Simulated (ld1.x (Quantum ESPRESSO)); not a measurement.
An all-electron radial function and its pseudo partner (boron (B))

Columns: radius, all-electron u(r) and pseudo u(r) of the 2p shell (level -3.61 eV) of boron in the configuration [He] 2s2 2p1; PBE, scalar-relativistic, PAW scheme, ld1.x (Quantum ESPRESSO) 7.5.

```tsv
r (bohr)	all-electron	pseudo
0.178	0.0722	0.0088
0.355	0.1998	0.0342
0.533	0.3246	0.0748
0.710	0.4275	0.1271
0.888	0.5072	0.1878
1.065	0.5653	0.2521
1.243	0.6029	0.3163
1.420	0.6223	0.3757
1.598	0.6272	0.4273
1.775	0.6207	0.4681
1.953	0.6058	0.4967
2.130	0.5850	0.5123
2.308	0.5598	0.5158
2.485	0.5323	0.5083
2.662	0.5033	0.4922
2.840	0.4736	0.4695
3.018	0.4440	0.4431
3.195	0.4152	0.4151
3.373	0.3872	0.3872
3.550	0.3605	0.3605
3.728	0.3349	0.3349
3.905	0.3109	0.3109
4.083	0.2881	0.2881
4.260	0.2667	0.2667
4.438	0.2466	0.2466
4.615	0.2279	0.2279
```

Question: How many radial nodes do the two functions have?

Answer: The all-electron 2p function has n − l − 1 = 0; the pseudo-wave has 0.

Question: At about which radius was the pseudo-wave matched?

Answer: 3.55 bohr. The columns agree to 0.0005 from 3.19 bohr on; several derivatives are matched, so the curves merge somewhat inside the radius.

Question: Where does each function peak?

Answer: Outermost all-electron maximum near 1.60 bohr, pseudo maximum near 2.31 bohr (to the table’s step).

Question: Is the pseudo-wave norm-conserving?

Answer: No, it belongs to a PAW set: the norm inside the radius is not constrained, and the difference is carried by the augmentation charge.
